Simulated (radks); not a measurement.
The numbers below are computed, except where a source is named.
Effect of the nuclear size on neutral neodymium, [Xe] 4f4 6s2. Level of theory: Dirac Kohn-Sham, relativistic LDA (MacDonald-Vosko exchange, VWN5 correlation), spin-unpolarised, spherical densities, finite nucleus; open shells fill j = l - 1/2 first; Fermi nuclear charge, rms radius 4.9123 fm (a radial shooting solver on a logarithmic mesh with Libxc functionals). The rms radius is varied about that value; shifts are against it.

rms radius (fm)  total energy shift (eV)  density at nucleus (e/bohr^3)  1s1/2 shift (meV)  2s1/2 shift (meV)  5s1/2 shift (meV)  5p1/2 shift (meV)  6s1/2 shift (meV)  4f5/2 shift (meV)  6p1/2 (empty) shift (meV)
3.9986                             -4.36                      4.689e+05              -1800               -224              -1.62              0.245             -0.079              0.374                      0.073
4.5783                             -1.67                       4.55e+05               -690              -85.9             -0.622              0.094             -0.030              0.144                      0.028
4.9123                                 0                      4.479e+05              0.000              0.000              0.000              0.000              0.000              0.000                      0.000
5.3397                              2.28                      4.397e+05                938                117              0.845             -0.128              0.041             -0.195                     -0.038
5.8702                              5.30                      4.305e+05               2190                272               1.97             -0.298              0.096             -0.455                     -0.089

Slopes of the eigenvalues against <r^2> in GHz/fm^2, as finite differences over the two radii next to the reference (eigenvalue slopes, not the field-shift constants of lines): 1s1/2 52100, 2s1/2 6490, 5s1/2 47.0, 5p1/2 -7.10, 6s1/2 2.28, 4f5/2 -10.8, 6p1/2 (empty) -2.12.
